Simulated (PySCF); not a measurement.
## Si⁺: ionisation energy

Si⁺ [Ne] 3s2 3p1 (2P) → Si²⁺ [Ne] 3s2 (1S), as a difference of total energies. Computed with PySCF 2.14 in dyall-av2z (13s9p2d, 50 functions), with the non-relativistic Hamiltonian (point nucleus). Correlated levels: valence: [Ne] frozen; virtual orbitals above 40 to 60 times the deepest correlated orbital energy dropped. The calculations carry no spin-orbit coupling.

```
           method  ionisation energy (eV)
              UHF                  15.786
SCS-MP2 (valence)                  15.950
   CCSD (valence)                  16.071
CCSD(T) (valence)                  16.091
  CCSDT (valence)                  16.100
```

Task: Estimate what FCI (valence) gives.

Result: 16.100 eV, closest to CCSDT (valence) among the rows shown.

Task: Estimate what MP2 (valence) gives.

Result: 15.970 eV, closest to SCS-MP2 (valence) among the rows shown.

A first-order spin-orbit estimate (lowest level to lowest level, LS coupling) adds 0.020 eV.

Errors of the correlated levels include the incompleteness of this basis and the frozen core.

For comparison: 16.346 eV (measured; NIST Atomic Spectra Database, ionization energies).
